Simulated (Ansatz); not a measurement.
One change: `NB(N)F` becomes `NBF`.

Ansatz, PBE0-D4/def2-TZVP geometries, multiplicity 1. Each molecule was computed in one conformer, which needn't be the lowest.

```
                                           property  `NB(N)F`
vertical ionisation energy (CCSD(T)/CBS(def2)) / eV      9.97
                HOMO energy (B3LYP/def2-TZVPP) / eV     -6.91
              LUMO energy (ωB97M-V/def2-TZVPP) / eV      2.06
              HOMO–LUMO gap (B3LYP/def2-TZVPP) / eV      7.32
                 LUMO energy (PBE0/def2-TZVPP) / eV      0.78
     size of the dipole moment (PBE/def2-TZVPP) / D      2.28
```

Task: Give the same properties after the change, and the shifts. (Estimate.)

Result: The calculation gave: 
```
                                           property  `NBF`  shift
vertical ionisation energy (CCSD(T)/CBS(def2)) / eV  11.45   1.48
                HOMO energy (B3LYP/def2-TZVPP) / eV  -8.32  -1.41
              LUMO energy (ωB97M-V/def2-TZVPP) / eV   2.27   0.21
              HOMO–LUMO gap (B3LYP/def2-TZVPP) / eV   8.94   1.62
                 LUMO energy (PBE0/def2-TZVPP) / eV   0.92   0.14
     size of the dipole moment (PBE/def2-TZVPP) / D   2.40   0.12
```

With PBE0 the HOMO falls by 1.43 eV and the LUMO rises by 0.14 eV, so the gap widens by about 1.57 eV. PBE moves the HOMO by -1.42 eV and ωB97M-V by -1.46 eV. The zero-point energy changes by -46.7 kJ/mol with -6 modes. Dipoles are sizes alone; their direction can turn.

B3LYP here is the variant with VWN-RPA as its local correlation; programs differ in this.
